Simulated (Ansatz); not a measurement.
```yaml
atoms:
  - { symbol: C, position_ang: [0.0420, -0.0433, -0.7312] }
  - { symbol: O, position_ang: [0.0237, -0.0517, 0.7296] }
  - { symbol: H, position_ang: [-0.0405, 0.9259, 1.0771] }
  - { symbol: H, position_ang: [0.0454, -1.1182, -1.2151] }
  - { symbol: H, position_ang: [-0.4466, 0.8651, -1.3110] }
```

Basis set: def2-TZVP (spherical functions). Correlated methods keep 2 orbitals frozen. Charge 0, multiplicity 2.

Computed with Ansatz (development build ahead of 0.2.0); each method stands on the lowest determinant of its kind that the runs found.

(1) Give the atomization energy at this shape (free ground-state atoms in the same class of orbitals less the molecule, no zero-point energy) of doublet CH₃O by UHF-MP2, UHF.

Answers

(1)

```csv
method,atomization energy
UHF-MP2,16.62 eV
UHF,11.66 eV
```

Caution: the shape is not the minimum.
